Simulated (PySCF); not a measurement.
Shapes and spin states of RuS₂

Level of theory: PySCF, PBE0, basis Ru def2-SVP with ECP28, S def2-SVP (scalar-relativistic core potentials, no spin–orbit coupling, density fitting).

Relaxations began from a few typed shapes and spin states; open shells are unrestricted. The search is not exhaustive: other isomers or separated fragments can lie lower, and high-lying points may rest on an excited occupation.

(1) Which is the lowest minimum found?
A. triplet D∞h: Ru–S 2.103 Å (×2); S–Ru–S 180.0°
B. broken-symmetry Ms = 0 (⟨S²⟩ 0.97) C2v: Ru–S 2.045 Å (×2); S–Ru–S 117.7°
C. broken-symmetry Ms = 0 (⟨S²⟩ 0.89) C2v: Ru–S 2.058 Å (×2); S–Ru–S 128.0°
D. quintet C2v: Ru–S 2.095 Å (×2); S–Ru–S 110.0°
E. triplet C2v: Ru–S 2.265 Å (×2), S–S 2.054 Å; Ru–S–S 63.0° (×2), S–Ru–S 53.9°
F. quintet C2v: Ru–S 2.276 Å (×2), S–S 2.147 Å; Ru–S–S 61.9° (×2), S–Ru–S 56.3°
G. singlet (closed shell, unstable to spin polarisation) C2v: Ru–S 2.034 Å (×2); S–Ru–S 118.0°
H. triplet C2v: Ru–S 2.051 Å (×2); S–Ru–S 119.5°

Results:

(1) D. The others lie at 3.3 (triplet C2v), 22.1 (broken-symmetry Ms = 0 C2v), 38.5 (triplet D∞h, a saddle point), 38.5 (broken-symmetry Ms = 0 C2v), 60.3 (singlet C2v), 61.1 (triplet C2v), 82.0 (quintet C2v) kJ/mol above it.

Formally Ru is in oxidation state +4, d4, with 4 unpaired electrons (the high-spin count). The Mulliken spin on Ru is 2.58. The polar-tensor charge on Ru, 0.68, is far below the formal one.

For the lowest minimum: open d and f shells are described by one determinant, and the ground state may have another occupation or spin.

The electron or spin density has lower symmetry than the nuclear frame for the broken-symmetry Ms = 0 (⟨S²⟩ 0.97) C2v at 22.1 kJ/mol.
